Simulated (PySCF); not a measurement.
Bromine monochloride, BrCl.
SMILES: `ClBr`

Theory: PBE0-D3(BJ)/def2-SVP geometry optimisation, gas phase (PySCF 2.14.0).

Masses are those of the commonest isotopes; rigid-rotor values at the optimised geometry. 

Task: What are the moment of inertia and the rotational constant?

Result: I = 113.516 u·Å², B = 505379 MHz·u·Å²/I = 4452 MHz (0.1485 cm⁻¹, or 0.214 K as hB/k). For two atoms I = μr² with μ = 24.2317 u and r = 2.1644 Å.

Task: List the first levels of a rigid rotor in a Σ state.

Result: E(J) = BJ(J+1): J = 1: 0.297, J = 2: 0.891, J = 3: 1.782, J = 4: 2.970, J = 5: 4.455, J = 6: 6.237 cm⁻¹.

Task: Where do the first rotational lines fall?

Result: The dipole is 0.54 D; J+1 ← J lies at 2B(J+1): 1 ← 0 at 8.90 GHz, 2 ← 1 at 17.81 GHz, 3 ← 2 at 26.71 GHz, 4 ← 3 at 35.62 GHz, 5 ← 4 at 44.52 GHz, 6 ← 5 at 53.42 GHz.

Whether it is a minimum is left open (no frequencies). Constants of a rigid frame at the computed geometry: no zero-point averaging, no centrifugal distortion.

Time: 1.9 s wall. Hardware: an Arm Neoverse V2 with one thread (shared host). This is the geometry optimisation.
